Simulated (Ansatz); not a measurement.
`[F][Ge]([F])([SH])[Cl]` + H₂S → `[F][Ge]([F])([SH])[SH]` + HCl at 500 K and 1 bar (ligand exchange at a Ge–Cl bond).

Program: Ansatz. Geometries: PBE0-D4/def2-TZVP. ΔE: electronic, gas phase. CBS: MP2 limit from def2 TZ/QZ plus the TZ coupled-cluster correction, frozen cores. This one scheme is used for every species. For Ge outer-core shells are correlated without core-valence functions, which leaves a few kJ/mol of doubt a bond. Scalar relativity is left out up to krypton. One conformer a species, not always the lowest.

| species | CCSD(T)/CBS energy (Eh) | H − E (kJ/mol) | S (J/(mol·K)) |
| --- | --- | --- | --- |
| `[F][Ge]([F])([SH])[Cl]` | -3133.99738 | 84.8 | 420.5 |
| H₂S | -398.97279 | 57.0 | 224.0 |
| `[F][Ge]([F])([SH])[SH]` | -3072.58280 | 110.7 | 437.1 |
| HCl | -460.38127 | 32.5 | 201.9 |

H − E and S are ideal-gas, rigid-rotor, harmonic terms from PBE0-D4/def2-TZVP, for one conformer and one mirror image of each species. 1 Eh = 2625.50 kJ/mol, R = 8.31446 J/(mol·K).

By hand: ΔE, ΔH, ΔS and ΔG.

ΔE = (-3072.58280) + (-460.38127) − (-3133.99738) − (-398.97279) = 0.00610 Eh = 16.0 kJ/mol. Δ(H − E) = 110.7 + 32.5 − 84.8 − 57.0 = 1.4, so ΔH = 17.4 kJ/mol. ΔS = 437.1 + 201.9 − 420.5 − 224.0 = -5.5 J/(mol·K). ΔG = 17.4 − 500 × (-5.5)/1000 = 20.1 kJ/mol.

By hand: the equilibrium constant, and the temperature at which ΔG would vanish if ΔH and ΔS stayed fixed.

log₁₀ K = −ΔG/(RT ln 10) = -2.1. ΔH and −TΔS have one sign here, so there is no such temperature.

The number of gas molecules stays the same, so ΔS is small and ΔH decides. A doubt of 5 kJ/mol in ΔE shifts log₁₀ K by 0.5 here. Other conformers and mirror images would add mixing entropy, several J/(mol·K) or more a flexible species. These are equilibria of isolated gas molecules and say nothing of rates. Largest T1 diagnostic: 0.012 (customary marks: 0.02 for closed shells, 0.045 for open ones).

ΔS is within the doubt of such terms, so its sign, and with it that verdict, could turn.
